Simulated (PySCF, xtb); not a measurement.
H6Si2Te, SMILES [SiH3][Te][SiH3].

Geometry optimised at B3LYP-D3(BJ)/def2-SVP. The def2 effective core potentials stand for the cores of Te; spin–orbit coupling is left out.

These are IEF-PCM-B3LYP/def2-SVP (PySCF) values and carry that method's errors.

The values are the electrostatic part of the solvation free energy, E(continuum) − E(gas) at the gas-phase geometry, in a cavity of scaled van der Waals radii (PySCF's table); cavitation and dispersion terms are not included. In vacuum the orbital gap is 5.40 eV. The dipole moment in vacuum is 0.70 D.

Computed values in water (ε = 78.36), ethylethanoate (ε = 5.99), toluene (ε = 2.37):
| solvent | ε | ΔG(elec) (kcal/mol) | dipole (D) | gap (eV) |
|---|---|---|---|---|
| water | 78.36 | -1.0 | 1.02 | 5.53 |
| ethylethanoate | 5.99 | -0.7 | 0.94 | 5.50 |
| toluene | 2.37 | -0.4 | 0.84 | 5.46 |

For comparison, GFN2-xTB/ALPB(water) (xtb, at the GFN2-xTB geometry, all terms of that model) gives -0.4 kcal/mol.
